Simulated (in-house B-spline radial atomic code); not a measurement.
A run on an ion of nuclear charge 59 with 59.7 electrons that did not converge. Method: scalar-relativistic (X2C) wB97X, spin-polarised, spherical fractional occupations, Fermi nucleus of rms radius 4.8919 fm; computed with a B-spline radial code for spherical atoms.

Command:
```bash
python run_scf.py task.json out
```
Settings (nuclear radius in fm, mass in u):
```
Z                59
configuration    [Xe] 4f3.7 6s2
hamiltonian      x2c
method           wb97x
spin_polarised   True
nucleus          fermi
rms_radius       4.8919
atomic_mass      140.90766
speed_of_light   137.035999084
```

First and last ten iterations of the last attempt (damped for 15 steps, keeping 80 % of the old Fock matrix, then DIIS):
```
 iter        energy (Eh)    residual
    1       -9226.877292    4.86e-01
    2       -9225.513692    5.55e-01
    3       -9231.241866    3.49e-01
    4       -9234.100019    2.10e-01
    5       -9235.468175    1.25e-01
    6       -9236.097427    8.03e-02
    7       -9236.377307    4.98e-02
    8       -9233.358271    1.51e-01
    9       -9235.993995    8.83e-02
   10       -9236.337232    5.47e-02
  111       -9235.771875    7.72e-02
  112       -9234.019170    1.34e-01
  113       -9236.618085    1.12e-02
  114       -9236.362426    4.37e-02
  115       -9236.289928    4.91e-02
  116       -9236.318132    4.71e-02
  117       -9236.401105    4.06e-02
  118       -9236.581922    1.97e-02
  119       -9236.581701    1.98e-02
  120       -9236.589907    1.83e-02
 not converged after 120 iterations
```

The smallest residual met was 1.1e-02; the threshold is about 6e-07. No energy from this run should be used. Run time, properties included: 43 s on 1 thread of Arm Neoverse N1 (shared host).
